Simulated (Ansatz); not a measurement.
Ansatz results at the PBE0-D4/def2-TZVP geometry: HOMO–LUMO gap (PBE/def2-TZVPP) 4.77 eV; LUMO energy (PBE/def2-TZVPP) -0.69 eV; HOMO energy (PBE/def2-TZVPP) -5.46 eV.

Each molecule was computed in one conformer, which needn't be the lowest.

(1) Which molecule gave them?
A. `C[N]1[CH2][GeH]1[OH]`
B. `BC1[SiH2][SiH2]1`
C. `N=CNCS`
D. `O[SiH2]O[SiH2][SiH3]`

Results:

(1) C. The others give `O[SiH2]O[SiH2][SiH3]`: 5.49, -1.26, -6.75; `C[N]1[CH2][GeH]1[OH]`: 4.04, -0.90, -4.94; `BC1[SiH2][SiH2]1`: 4.31, -1.73, -6.04.
